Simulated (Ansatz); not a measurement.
Cost and result for the atomization energy of `C[SiH2][CH2][AlH][F]` (13 atoms, 12 bonds).

Z-matrix (Å, degrees):
```
C
Si 1 1.873
H 1 1.093 2 110.8
H 1 1.094 2 111.7 3 120.1
H 1 1.092 2 110.8 3 -119.7
C 2 1.871 1 111.0 3 -59.5
H 2 1.492 1 109.2 3 -179.8
H 2 1.491 1 109.2 3 63.1
Al 6 1.932 2 114.6 1 -62.8
H 6 1.096 2 108.6 1 175.3
H 6 1.097 2 107.6 1 58.7
F 9 1.653 6 118.4 2 -98.2
H 9 1.579 6 125.5 2 81.0
```

Charge 0, multiplicity 1. Geometry: relaxed with PBE0-D4/def2-TZVP. It is one conformer, not always the lowest. Program: Ansatz. All runs use 4 threads of an Arm Neoverse V1 on a shared host. Times are those of one run each, without the atoms' runs, and a repeat can differ threefold. Electronic energies, without spin–orbit coupling; frozen cores. CCSD(T)/CBS adds CCSD(T) − MP2 in def2-TZVPP to the MP2 limit, and its time is that of the two runs behind it. T1 = 0.011. B3LYP takes the VWN-RPA correlation (the form of Gaussian; ORCA's B3LYP/G). HSE06 is the plane-wave form, built on full-range PBE exchange.

CCSD(T)/CBS is a level of theory with its own doubt, some kJ/mol a heavy atom from the limit and from the frozen cores, so smaller differences don't rank the functionals.

```json
{"level": "revPBE-D4/def2-TZVPP", "functions": "289", "wall time": "2.9 s"}
{"level": "BLYP-D4/def2-TZVPP", "functions": "289", "wall time": "2.9 s"}
{"level": "PBE0-D4/def2-TZVPP", "functions": "289", "wall time": "4.5 s"}
{"level": "BHLYP-D4/def2-TZVPP", "functions": "289", "wall time": "4.5 s"}
{"level": "HSE06-D4/def2-TZVPP", "functions": "289", "wall time": "4.9 s"}
{"level": "CAM-B3LYP-D4/def2-TZVPP", "functions": "289", "wall time": "5 s"}
{"level": "B3LYP-D4/def2-TZVPP (with forces)", "functions": "289", "wall time": "7 s"}
{"level": "CCSD(T)/def2-SVP", "functions": "118", "wall time": "7.5 s"}
{"level": "r2SCANh-D4/def2-TZVPP", "functions": "289", "wall time": "8 s"}
{"level": "PBE-QIDH/def2-TZVPP", "functions": "289", "wall time": "8 s"}
{"level": "MP2/def2-QZVPP", "functions": "551", "wall time": "33 s"}
{"level": "CCSD(T)/def2-TZVPP", "functions": "289", "wall time": "4.5 min"}
{"level": "CCSD(T)/CBS(def2)", "functions": "–", "wall time": "5 min"}
```

Problem. What atomization energy does each give, and how far from CCSD(T)/CBS? (Estimate.)

Solution. The calculation gave: 
```csv
level,atomization (kcal/mol),difference from CCSD(T)/CBS,per bond
revPBE-D4/def2-TZVPP,1090.5,-21.1,-1.8
BLYP-D4/def2-TZVPP,1097.9,-13.7,-1.1
PBE0-D4/def2-TZVPP,1102.5,-9.1,-0.8
BHLYP-D4/def2-TZVPP,1087.6,-24.0,-2.0
HSE06-D4/def2-TZVPP,1102.9,-8.7,-0.7
CAM-B3LYP-D4/def2-TZVPP,1112.9,1.3,0.1
B3LYP-D4/def2-TZVPP (with forces),1106.4,-5.2,-0.4
CCSD(T)/def2-SVP,1052.0,-59.6,-5.0
r2SCANh-D4/def2-TZVPP,1106.9,-4.7,-0.4
PBE-QIDH/def2-TZVPP,1101.3,-10.3,-0.9
MP2/def2-QZVPP,1111.6,0.0,0.0
CCSD(T)/def2-TZVPP,1085.5,-26.1,-2.2
CCSD(T)/CBS(def2),1111.6,0.0,0.0
```

From r2SCAN to r2SCAN0 (25 % exact exchange), in def2-TZVPP and without D4, the atomization energy moves by −11.0 kcal/mol: exact exchange takes away binding that semilocal exchange gives to molecules. Leaving LDA and LC-ωPBE aside and taking each functional with its dispersion term where it has one, the values, not all of them listed here, spread over 27.8 kcal/mol, from BHLYP-D4 to B97M-V. LDA lies +128.9 kcal/mol from PBE without D4, its usual overbinding. In def2-TZVPP, CCSD(T) changes the Hartree–Fock value by +234.9 kcal/mol (the triples alone add +11.5 kcal/mol) and MP2 by +245.3 kcal/mol; breaking electron pairs costs correlation energy, which Hartree–Fock lacks.
